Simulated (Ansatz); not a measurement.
Reaction (ligand exchange at a Ge–O bond): `[CH3][Ge]([OH])([OH])[F]` + HCl → `[CH3][Ge]([OH])([F])[Cl]` + H₂O

Gas-phase electronic energies from Ansatz, PBE0-D4/def2-TZVP geometries. CCSD(T)/CBS is the MP2 limit (def2-TZVPP, def2-QZVPP) plus CCSD(T) − MP2 in def2-TZVPP, frozen cores. This one scheme is used for every species. Functionals use def2-TZVPP. HSE06 is defined as in plane-wave codes. For Ge outer-core shells are correlated without core-valence functions, which leaves a few kJ/mol of doubt a bond. Scalar relativity is left out up to krypton. Each species was taken in one conformer, which may not be the lowest.

**Question.** Is it downhill or uphill in electronic energy at CCSD(T)/CBS, and by how much? (Estimate.)

**Answer.** The calculation gave: Downhill: ΔE = -8.3 kcal/mol.

**Question.** What do these levels give: r2SCANh-D4, HSE06-D4, LC-ωPBE, MP2/def2-SVP, CCSD(T)/def2-SVP, MP2/CBS(def2)? (Estimate.)

**Answer.** Ansatz gave: r2SCANh-D4 -8.9, HSE06-D4 -9.7, LC-ωPBE -7.7, MP2/def2-SVP -6.3, CCSD(T)/def2-SVP -6.0, MP2/CBS(def2) -9.1 kcal/mol.

Largest T1 diagnostic among the species: 0.012.

At CCSD(T), def2-SVP lies +2.3 kcal/mol from the extrapolated value and def2-TZVPP +1.0 kcal/mol. Leaving LDA and LC-ωPBE aside and taking each functional with its dispersion term where it has one, the values, not all of them listed here, spread over 2.2 kcal/mol, from HSE06-D4 to CAM-B3LYP-D4. LDA lies +1.1 kcal/mol from PBE without D4.
